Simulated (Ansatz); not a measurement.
Reaction (SMILES): [S]=[Ge] (S-Ge) (closed-shell singlet) → Ge atom + S atom
B3LYP-D3(BJ)/def2-TZVP geometries, fixed; electronic energies without zero-point terms.

Basis-set convergence of the atomisation energy at PBE with Ansatz (a first-principles code). All functions are spherical. The program fits the integrals of some runs and decomposes those of others, by size. Open shells are unrestricted. No added dispersion term, no relativity. Functions are those of the species that has most. Reference: the value in aug-cc-pV(5+d)Z, 137.71 kcal/mol, itself unsure by roughly 0.14 kcal/mol (its mean distance from pcseg-4, aug-pcseg-3, aug-cc-pV(Q+d)Z). Deviations are taken from unrounded values.

```
basis            functions  atomisation energy (kcal/mol)
---------------  ---------  -----------------------------
pcseg-1                 45                         135.25
aug-pcseg-1             63                         135.22
cc-pV(D+d)Z             50                         136.34
aug-cc-pV(D+d)Z         68                         136.17
def2-SVP                50                         138.14
def2-SVPD               65                         137.34
pcseg-2                 77                         136.38
aug-pcseg-2            109                         137.25
cc-pV(T+d)Z             82                         137.62
aug-cc-pV(T+d)Z        114                         137.46
def2-TZVP               85                         138.36
def2-TZVPD             100                         138.64
def2-TZVPP              90                         138.36
def2-TZVPPD            105                         138.63
cc-pV(Q+d)Z            132                         137.73
aug-cc-pV(Q+d)Z        182                         137.75
pcseg-3                132                         137.49
aug-pcseg-3            182                         137.54
def2-QZVPP             159                         137.75
def2-QZVPPD            174                         137.77
cc-pV(5+d)Z            204                         137.70
aug-cc-pV(5+d)Z        276                         137.71
```

What the diffuse functions change, pair by pair:
- pcseg-1 to aug-pcseg-1: 18 more functions, deviation -2.46 to -2.49 kcal/mol
- cc-pV(D+d)Z to aug-cc-pV(D+d)Z: 18 more functions, deviation -1.37 to -1.54 kcal/mol
- def2-SVP to def2-SVPD: 15 more functions, deviation 0.43 to -0.38 kcal/mol
- pcseg-2 to aug-pcseg-2: 32 more functions, deviation -1.34 to -0.47 kcal/mol
- cc-pV(T+d)Z to aug-cc-pV(T+d)Z: 32 more functions, deviation -0.10 to -0.26 kcal/mol
- def2-TZVP to def2-TZVPD: 15 more functions, deviation 0.64 to 0.92 kcal/mol
- def2-TZVPP to def2-TZVPPD: 15 more functions, deviation 0.64 to 0.92 kcal/mol
- cc-pV(Q+d)Z to aug-cc-pV(Q+d)Z: 50 more functions, deviation 0.02 to 0.03 kcal/mol
- pcseg-3 to aug-pcseg-3: 50 more functions, deviation -0.23 to -0.17 kcal/mol
- def2-QZVPP to def2-QZVPPD: 15 more functions, deviation 0.03 to 0.05 kcal/mol
- cc-pV(5+d)Z to aug-cc-pV(5+d)Z: 72 more functions, deviation -0.01 to 0.00 kcal/mol

Leaving out the reference's own pair, they bring the value nearer the reference by more than 0.14 kcal/mol in 1 of 10 pairs.
